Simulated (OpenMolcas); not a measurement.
An atom or ion with 23 electrons was computed by SS-CASPT2, IPEA 0.25 Eh, imaginary shift 0.1 Eh with spin-orbit coupling (OpenMolcas, ANO-RCC-VQZP, DKH2). The lowest levels that the run gave, each within 12 % of the measured value where one is at hand:

| J | Parity | E (cm⁻¹) | g |
| --- | --- | --- | --- |
| 5/2 | even | 0.0 | 2.002 |
| 5/2 | even | 33100 | 0.571 |
| 7/2 | even | 33130 | 0.984 |
| 11/2 | even | 33140 | 1.273 |
| 9/2 | even | 33150 | 1.172 |
| 5/2 | even | 36550 | 1.589 |
| 3/2 | even | 36620 | 1.714 |
| 1/2 | even | 36700 | 2.636 |
| 7/2 | even | 39800 | 1.429 |
| 1/2 | even | 39890 | 0.032 |
| 3/2 | even | 39950 | 1.220 |
| 5/2 | even | 39970 | 1.383 |

Problem. Which ion is it, and what are the configurations and terms?

Solution. Fe3+ (Z = 26, charge +3; active space 5 electrons in 5 orbitals (3d)). J, parity and g give the terms where levels are pure, and mixed ones are named by the computed weights; the size of the splittings, set against known spectra of the 23-electron sequence, gives the charge. In order, with the measured energies in cm⁻¹ (Corliss and Sugar, J. Phys. Chem. Ref. Data 11, 135 (1982)): 3d⁵ ⁶S_5/2, 3d⁵ ⁴G_5/2, 3d⁵ ⁴G_7/2, 3d⁵ ⁴G_11/2 (32246), 3d⁵ ⁴G_9/2, 3d⁵ ⁴P_5/2 (35254), 3d⁵ ⁴P_3/2 (35333), 3d⁵ ⁴P_1/2 (35407), 3d⁵ ⁴D_7/2 (38779), 3d⁵ ⁴D_1/2 (38897), 3d⁵ ⁴D_3/2, 3d⁵ ⁴D_5/2.

Term energies are means over components that CASPT2 splits; among the terms shown or strongly mixed into the levels shown the widest spread is 44 cm-1 (3d⁵ ⁴G). Computed and measured levels are paired by configuration, term and J; levels that our copy of the source lacks, or whose pairing is in doubt (as where it misses far off the trend of its configuration), stay unpaired and out of the deviations. Levels of configurations outside the active space are missing.
